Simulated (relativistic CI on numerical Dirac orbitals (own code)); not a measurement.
# d3 in a ligand field

Computed with a parametric ligand-field model of a d^n configuration (Racah B and C, spin-orbit zeta, crystal field), exact diagonalisation.

Field parameters in Wybourne normalisation: Oh B⁴₀ = 21Dq, B⁴₄ = √(5/14) B⁴₀; Td as Oh with Dq negative (B⁴₀ = 21Dq, B⁴₄ = √(5/14) B⁴₀). The field is a parameter set, without covalency.

Question: Lowest levels for B = 360, C = 1620, ζ = 360 cm⁻¹, Oh, 10Dq = 26950 cm⁻¹?

Answer: Γ8 0 (S 1.50), Γ8 7786 (S 0.50), Γ8 7968 (S 0.50), Γ6 8030 (S 0.50), Γ8 12657 (S 0.50), Γ7 12722 (S 0.50), Γ7 26814 (S 1.50), Γ8 26901 (S 1.50), Γ8 27041 (S 1.50) cm⁻¹, with S from ⟨S²⟩ = S(S + 1). The ground level has 0.00 electrons in the cubic e pair.

Question: Lowest levels for B = 930, C = 4080, ζ = 880 cm⁻¹, Oh, 10Dq = 15750 cm⁻¹?

Answer: Γ8 0 (S 1.50), Γ7 15462 (S 1.50), Γ8 15481 (S 1.44), Γ8 15765 (S 1.48), Γ6 15975 (S 1.48), Γ8 19032 (S 0.58), Γ8 19542 (S 0.62), Γ6 19976 (S 0.56), Γ7 23499 (S 1.46) cm⁻¹, with S from ⟨S²⟩ = S(S + 1). The ground level has 0.01 electrons in the cubic e pair.

Question: Lowest levels for B = 550, C = 1940, ζ = 350 cm⁻¹, Oh, 10Dq = 29400 cm⁻¹?

Answer: Γ8 0 (S 1.50), Γ8 10161 (S 0.50), Γ8 10526 (S 0.50), Γ6 10595 (S 0.50), Γ8 16384 (S 0.50), Γ7 16490 (S 0.50), Γ7 29266 (S 1.50), Γ8 29353 (S 1.50), Γ8 29492 (S 1.50) cm⁻¹, with S from ⟨S²⟩ = S(S + 1). The ground level has 0.00 electrons in the cubic e pair.

Question: Lowest levels for B = 960, C = 3400, ζ = 600 cm⁻¹, Oh, 10Dq = 35200 cm⁻¹?

Answer: Γ8 0 (S 1.50), Γ8 17497 (S 0.50), Γ8 18256 (S 0.50), Γ6 18407 (S 0.50), Γ8 27589 (S 0.51), Γ7 27838 (S 0.50), Γ7 34982 (S 1.50), Γ8 35141 (S 1.50), Γ8 35373 (S 1.50) cm⁻¹, with S from ⟨S²⟩ = S(S + 1). The ground level has 0.00 electrons in the cubic e pair.

Question: Lowest levels for B = 900, C = 3250, ζ = 170 cm⁻¹, Td, 10Dq = -10800 cm⁻¹?

Answer: Γ8 0 (S 1.50), Γ7 13 (S 1.50), Γ8 206 (S 1.50), Γ6 327 (S 1.50), Γ8 5489 (S 0.50), Γ7 9593 (S 1.50), Γ8 9625 (S 1.50), Γ6 9707 (S 1.50), Γ8 9712 (S 1.50) cm⁻¹, with S from ⟨S²⟩ = S(S + 1). The ground level has 1.93 electrons in the cubic e pair.
